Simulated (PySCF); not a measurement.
Computed IR spectrum (relative IR intensity) of a molecule C2H7ClOSi. Coordinates come from a PBE-D3(BJ)/def2-SVP optimisation. Other conformers were not sampled. All values below come from PBE-D3(BJ)/def2-SVP in PySCF 2.14.0. Frequencies are harmonic and unscaled.

ν (cm⁻¹): 276 (vw), 337 (s), 411 (m), 522 (m), 559 (w), 645 (w), 710 (vw), 824 (vs), 883 (m), 909 (m), 958 (m), 1054 (w), 1067 (m), 1184 (w), 1243 (w), 1355 (m), 1406 (w), 1422 (vw), 2147 (m), 2161 (s), 2955 (w), 2987 (vw), 3040 (w), 3061 (w), 3677 (w) (against the strongest line: vs over 80 %, s over 45 %, m over 15 %, w over 4 %, vw less)

Question: Identify the compound among the candidates.
A. CC[Si@@H](O)Cl
B. C[C@@H](O)[SiH2]Cl
C. C[Si@H](Cl)CO
D. CO[Si@@H](C)Cl

Answer: B, C[C@@H](O)[SiH2]Cl
